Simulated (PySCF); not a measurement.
Two-component Hartree-Fock for Hf²⁺ (hafnium, charge +2)

Start: [Xe] 4f14 5d1 6s1; 5d5/2 filled at m_j = +5/2; 6s1/2 filled at m_j = +1/2. Calculated with PySCF 2.14 in x2c-TZVPall-2c (11s11p10d2f, 108 functions): generalised Hartree-Fock with the X2C-1e Hamiltonian and a Gaussian nucleus; spin-orbit coupling (SO) screened by Boettger's factors. This is a chosen level, not necessarily the ground level.

```json
{"spinor shell": "1s1/2", "electrons": "2", "ε, screened SO (eV)": "-65691.8", "weight of nominal j (screened SO)": "1.000", "rms radius, screened SO (bohr)": "0.0215"}
{"spinor shell": "2s1/2", "electrons": "2", "ε, screened SO (eV)": "-11384.6", "weight of nominal j (screened SO)": "1.000", "rms radius, screened SO (bohr)": "0.0869"}
{"spinor shell": "2p1/2", "electrons": "2", "ε, screened SO (eV)": "-10853.8", "weight of nominal j (screened SO)": "1.000", "rms radius, screened SO (bohr)": "0.0740"}
{"spinor shell": "2p3/2", "electrons": "4", "ε, screened SO (eV)": "-9656.5", "weight of nominal j (screened SO)": "1.000", "rms radius, screened SO (bohr)": "0.0812"}
{"spinor shell": "3s1/2", "electrons": "2", "ε, screened SO (eV)": "-2667.1", "weight of nominal j (screened SO)": "1.000", "rms radius, screened SO (bohr)": "0.222"}
{"spinor shell": "3p1/2", "electrons": "2", "ε, screened SO (eV)": "-2432.0", "weight of nominal j (screened SO)": "1.000", "rms radius, screened SO (bohr)": "0.214"}
{"spinor shell": "3p3/2", "electrons": "4", "ε, screened SO (eV)": "-2170.7", "weight of nominal j (screened SO)": "1.000", "rms radius, screened SO (bohr)": "0.228"}
{"spinor shell": "3d3/2", "electrons": "4", "ε, screened SO (eV)": "-1777.2", "weight of nominal j (screened SO)": "1.000", "rms radius, screened SO (bohr)": "0.202"}
{"spinor shell": "3d5/2", "electrons": "6", "ε, screened SO (eV)": "-1720.8", "weight of nominal j (screened SO)": "1.000", "rms radius, screened SO (bohr)": "0.206"}
{"spinor shell": "4s1/2", "electrons": "2", "ε, screened SO (eV)": "-582.15", "weight of nominal j (screened SO)": "1.000", "rms radius, screened SO (bohr)": "0.498"}
{"spinor shell": "4p1/2", "electrons": "2", "ε, screened SO (eV)": "-484.43", "weight of nominal j (screened SO)": "1.000", "rms radius, screened SO (bohr)": "0.508"}
{"spinor shell": "4p3/2", "electrons": "4", "ε, screened SO (eV)": "-424.14", "weight of nominal j (screened SO)": "1.000", "rms radius, screened SO (bohr)": "0.541"}
{"spinor shell": "4d3/2", "electrons": "4", "ε, screened SO (eV)": "-262.99", "weight of nominal j (screened SO)": "1.000", "rms radius, screened SO (bohr)": "0.571"}
{"spinor shell": "4d5/2", "electrons": "6", "ε, screened SO (eV)": "-251.71", "weight of nominal j (screened SO)": "1.000", "rms radius, screened SO (bohr)": "0.583"}
{"spinor shell": "5s1/2", "electrons": "2", "ε, screened SO (eV)": "-98.247", "weight of nominal j (screened SO)": "1.000", "rms radius, screened SO (bohr)": "1.22"}
{"spinor shell": "5p1/2", "electrons": "2", "ε, screened SO (eV)": "-66.979", "weight of nominal j (screened SO)": "0.996", "rms radius, screened SO (bohr)": "1.35"}
{"spinor shell": "5p3/2", "electrons": "4", "ε, screened SO (eV)": "-59.078", "weight of nominal j (screened SO)": "0.998", "rms radius, screened SO (bohr)": "1.46"}
{"spinor shell": "4f5/2", "electrons": "6", "ε, screened SO (eV)": "-50.083", "weight of nominal j (screened SO)": "0.996", "rms radius, screened SO (bohr)": "0.740"}
{"spinor shell": "4f7/2", "electrons": "8", "ε, screened SO (eV)": "-48.419", "weight of nominal j (screened SO)": "0.997", "rms radius, screened SO (bohr)": "0.746"}
{"spinor shell": "5d5/2", "electrons": "1", "ε, screened SO (eV)": "-23.581", "weight of nominal j (screened SO)": "1.000", "rms radius, screened SO (bohr)": "2.26"}
{"spinor shell": "6s1/2", "electrons": "1", "ε, screened SO (eV)": "-21.367", "weight of nominal j (screened SO)": "0.990", "rms radius, screened SO (bohr)": "3.25"}
```

| quantity | screened SO |
| --- | --- |
| E (hartree) | -15082.04885 |
| M_J | 3 |
| ⟨J²⟩ | 12.050 |
| ⟨L²⟩ | 6.174 |
| ⟨S²⟩ | 2.116 |

Each row is a mean over spinors that exchange with the open shell spreads, by up to 3.292 eV (5p3/2).

Breit and QED terms are absent; they matter most for the inner s and p1/2 levels.

Densities and radii are taken from the X2C orbitals without a picture-change correction, which distorts them close to the nucleus.
